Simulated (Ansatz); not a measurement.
Gas-phase electronic energies from Ansatz, PBE0-D4/def2-TZVP geometries. CBS: MP2 limit from def2 TZ/QZ plus the TZ coupled-cluster correction, frozen cores. This one scheme is used for every species. DFT in def2-TZVPP. HSE06 is defined as in plane-wave codes. For Ge outer-core shells are correlated without core-valence functions, which leaves a few kJ/mol of doubt a bond. Scalar relativity is left out up to krypton. One conformer a species, not always the lowest.

`[SiH3][GeH2][SiH2]Cl` → `[SiH3][GeH2][Cl]` + `[SiH2]`  (silylene formation by 1,1-elimination)

`[SiH3][GeH2][SiH2]Cl`:

Cartesian coordinates in Å:
```
Si 1.206 1.544 -0.254
Ge -0.864 0.383 -0.425
Si -0.681 -1.742 0.623
Cl 1.004 -2.684 -0.108
H 2.253 0.809 -1.007
H 1.076 2.917 -0.806
H 1.603 1.632 1.176
H -1.251 0.185 -1.901
H -1.991 1.180 0.260
H -0.513 -1.600 2.091
H -1.843 -2.624 0.351
```

`[SiH3][GeH2][Cl]`:

```xyz
8

Si    0.937    0.109    0.813
Ge   -0.920   -0.249   -0.632
Cl   -0.767    1.232   -2.209
H     0.898   -0.877    1.925
H     0.860    1.485    1.362
H     2.190   -0.062    0.037
H    -2.285   -0.019    0.036
H    -0.913   -1.618   -1.332
```

`[SiH2]`:

```xyz
3

Si   -0.001   -0.694    0.160
H    -0.561    0.557    0.830
H     0.563    0.136   -0.989
```

```
         level  ΔE (kcal/mol)
    r2SCAN0-D4           72.5
      HSE06-D4           70.7
       LC-ωPBE           70.9
MP2/def2-QZVPP           71.2
```

What does CCSD(T)/CBS give? (An estimate is asked.)

The calculation gave: +67.4 kcal/mol. The listed levels differ from it by 5.1, 3.3, 3.5, 3.8 kcal/mol.

What do rigid-rotor, harmonic-oscillator terms from PBE0-D4/def2-TZVP frequencies (298.15 K, 1 bar) make of the CCSD(T)/CBS value? (Estimate.)

Ansatz gave: ΔZPE = -3.7 kcal/mol, ΔH = +64.5 kcal/mol, ΔS = 143 J/(mol·K), ΔG = +54.3 kcal/mol. Modes under 50 cm⁻¹ make the entropy rough.

Largest T1 diagnostic among the species: 0.014.

Leaving LDA and LC-ωPBE aside and taking each functional with its dispersion term where it has one, the values, not all of them listed here, spread over 9.5 kcal/mol, from BLYP-D4 to r2SCAN0-D4. LDA lies +8.7 kcal/mol from PBE without D4. In def2-TZVPP, CCSD(T) changes the Hartree–Fock value by +6.6 kcal/mol (the triples alone add +1.4 kcal/mol) and MP2 by +11.5 kcal/mol. The D4 term adds +3.6 kcal/mol with B3LYP and +2.0 kcal/mol with PBE0; it sums over pairs of atoms, weighted by their polarisabilities, and B3LYP, whose exchange is more repulsive, gets the larger term.

CCSD(T)/CBS has its own doubt, a few kJ/mol and more with outer-core shells, so smaller differences from it don't rank the levels.

B3LYP here is the variant with VWN-RPA as its local correlation; programs differ in this.
